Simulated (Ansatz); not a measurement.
Basis-set extrapolation for C$_{8}$H$_{18}$O, SMILES `CC(C)(C)OC(C)(C)C` (PBE0-D4/def2-TZVP geometry, frozen core, Ansatz 0.2.0). Multiplicity 1, RHF reference.

|  | def2-TZVPP | def2-QZVPP |
| --- | --- | --- |
| HF | -388.426201 | -388.444332 |
| MP2 correlation | -1.657786 | -1.764102 |
| CCSD(T) correlation | -1.814648 | not run |

Energies in hartree. Use E(X) = E(∞) + A·exp(−7.88·√X) for Hartree–Fock and E(X) = E(∞) + B·X^(−2.97) for correlation, with X = 3 and 4, and add CCSD(T) minus MP2 of the smaller set to the MP2 limit.

What is the CCSD(T) energy at the basis-set limit?

HF limit: -388.444332 + (-0.018131) × 0.13774 = -388.44683. MP2 limit: -1.764102 + (-0.106316) × 0.74074 = -1.84285. Higher-order term: -1.814648 − (-1.657786) = -0.15686. Total: -390.44654 hartree, 5.60 eV below CCSD(T)/def2-TZVPP.
